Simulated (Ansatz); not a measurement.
A series at Zr: from `[OH][Zr]([OH])([OH])[F]`, ligands are replaced one by one, each step taking up H–F and setting free H₂O; n counts the steps. Ansatz, PBE0-D4/def2-TZVP geometries. Each molecule was computed in one conformer, which needn't be the lowest.

| n | molecule | zero-point energy, PBE0-D4/def2-TZVP (kJ/mol) |
| --- | --- | --- |
| 0 | `[OH][Zr]([OH])([OH])[F]` | 101.2 |
| 1 | `[OH][Zr]([OH])([F])[F]` | 75.2 |
| 2 | `[OH][Zr]([F])([F])[F]` | ? |
| 3 | `[F][Zr]([F])([F])[F]` | 21.5 |

Q: By hand: fit a straight line y = ȳ + b (n − n̄) to the 3 given rows and predict n = 2.

A: n̄ = 1.333, ȳ = 65.97; Σ(n − n̄)(y − ȳ) = -124.17, Σ(n − n̄)² = 4.667, so b = -26.61 kJ/mol a step. Prediction: 65.97 + (-26.61) × (0.667) = 48.2 kJ/mol.

Q: By hand: compare with the computed value, 48.3 kJ/mol, and give the steps along the whole series.

A: The line misses by 0.1 kJ/mol (computed minus predicted). Steps: -26.0, -26.9, -26.8 kJ/mol.

The steps differ by at most 0.9 kJ/mol, 3.4 % of a mean step, so the ligands' effects nearly add and a line is close. The miss is 0.1 % of the series' range.
